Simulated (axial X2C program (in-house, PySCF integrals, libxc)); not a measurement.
**BSe⁻: bond constants with and without spin–orbit coupling**

Computed with an in-house all-electron X2C program for linear molecules (integrals from PySCF). Spin-free means the one-electron spin-free X2C Hamiltonian; two-component (2c) means X2C with spin–orbit coupling and atomic mean-field two-electron Coulomb and Gaunt terms, so the difference of the two also holds small scalar two-electron terms. Basis: Se dyall-acv3z [9s10p7d5f1g], B dyall-av3z [8s7p3d2f] (cores contracted in-house); Gaussian nuclei, density fitting, unrestricted open shells. Masses: Se 79.917 u, B 11.009 u.

Input file and command:
```json
{
 "zs": [
  34,
  5
 ],
 "q": -1,
 "bas": [
  "dyall-acv3z",
  "dyall-av3z"
 ],
 "levels": [
  "PBE0",
  "HF",
  "r2SCAN0"
 ],
 "cc": true,
 "r0": 1.85,
 "thr": -2.0,
 "nmax": 90,
 "npts": 10,
 "nst": 2,
 "ntry": 6
}
```
```bash
python so2c.py task.json out
```

Keys: zs atomic numbers; q charge; bas basis sets; levels methods; cc coupled cluster on or off; r0 starting distance in Å; thr threshold in hartree for freezing inner shells (an s shell follows its p shell); nmax most natural virtual spinors; npts points on the curve; nst determinants followed; ntry starts of the search. HF also brings MP2.

State, spin-free: M_S = 0, Λ = 0 (closed shell); electrons by block: σα: 10, σβ: 10, π+α: 4, π+β: 4, π-α: 4, π-β: 4, δ+α: 1, δ+β: 1, δ-α: 1, δ-β: 1. Fragments: Se- + B.

State, 2c: Ω = 0 (closed shell); electrons by block: 1/2: 14, -1/2: 14, 3/2: 5, -3/2: 5, 5/2: 1, -5/2: 1. Fragments: Se- + B.

```tsv
Hamiltonian	level	Re (Å)	ωe (cm⁻¹)	ωexe (cm⁻¹)	Be (cm⁻¹)	αe (cm⁻¹)	De (eV)	D0 (eV)	k (mdyn/Å)	μ (D)
spin-free	PBE0	1.825	813.8	3.83	0.5231	0.00379	5.25	5.20	3.78	-4.73
spin-free	HF	1.829	832.2	3.69	0.5205	0.00356	3.58	3.53	3.95	-4.27
spin-free	MP2	1.824	829.2	3.83	0.5235	0.0037	5.35	5.30	3.92	n/a
spin-free	CCSD	1.833	816.6	3.85	0.5187	0.0037	4.92	4.87	3.8	n/a
spin-free	CCSD(T)	1.838	803.8	3.97	0.5156	0.00379	5.13	5.08	3.68	n/a
spin-free	r2SCAN0	1.820	825.4	3.86	0.5262	0.00377	5.11	5.06	3.88	-4.73
2c	PBE0	1.825	813.1	3.84	0.5229	0.0038	5.21	5.16	3.77	-4.73
2c	HF	1.830	831.4	3.69	0.5204	0.00356	3.45	3.40	3.94	-4.28
2c	MP2	1.824	828.5	3.83	0.5234	0.0037	5.26	5.21	3.91	n/a
2c	CCSD	1.833	815.7	3.85	0.5185	0.00371	4.83	4.78	3.79	n/a
2c	CCSD(T)	1.839	802.8	3.96	0.5154	0.00379	5.04	4.99	3.67	n/a
2c	r2SCAN0	1.820	824.7	3.87	0.5261	0.00378	n/a	n/a	3.88	-4.73
```

Correlated methods: 10 electrons correlated (number of frozen shells: Se 3 s, 2 p, 1 d; B 1 s), 254 virtual spin orbitals or spinors in MP2, 90 natural virtuals in coupled cluster.

Dipoles are positive if B is the positive end and refer to the centre of mass.

The state is a single determinant with fixed occupations, the lowest that a limited PBE0 search found. Closed shells are restricted here (equal orbitals for both partners); the stretched side of such a curve lies too high. Dissociation energies refer to the lowest single-determinant-based atoms at the same level and basis. De is not given where an atomic determinant may have missed its ground term or J level, or where the truncated virtual space spoils (T). Coupled cluster ran in a truncated set of natural virtual spinors; the MP2 energy of the rest was added. (T) has no such correction and the atoms are truncated less, which lowers De at CCSD(T) by a hundredth of an eV or more. The 2c atoms are single determinants rather than J levels; their spin–orbit lowering is only partly caught, and De is too large by that part. This holds for PBE0. Without a current term, density functionals place determinants with orbital angular momentum somewhat too high. Hartree–Fock gets electron affinities wrong, so its lowest charge split need not be the true one.

Rough cost a point (2c) on 1 thread(s) of a shared host, integrals apart: PBE0 0.8 s, HF 0.4 s, CCSD(T) 3 s, r2SCAN0 1.2 s.

The whole task took 2.2 min on 1 thread of Arm Neoverse V2 (shared host).
